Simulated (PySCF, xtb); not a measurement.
Ti(Cl)3(NH2) (Cl3H2NTi), SMILES [Cl][Ti]([Cl])([NH2])[Cl], multiplicity 1.

xtb 6.7.1 with GFN2-xTB at its own geometry gives an orbital gap of 2.58 eV and a dipole moment of 3.71 D.

The structure is a stationary point at PBE0-D3(BJ)/def2-SVP. The multiplicity is an assumed one; other spin states were not compared. The isomer is the one that the SMILES or the coordinates give; other isomers of the formula were not compared. Other conformers were not sampled.

Q: What does PySCF with HF/def2-TZVP give? (An estimate is asked for; the answer gives what the named calculation found.)

A: gap 12.94 eV (levels -11.80 and 1.14 eV), dipole 3.08 D.
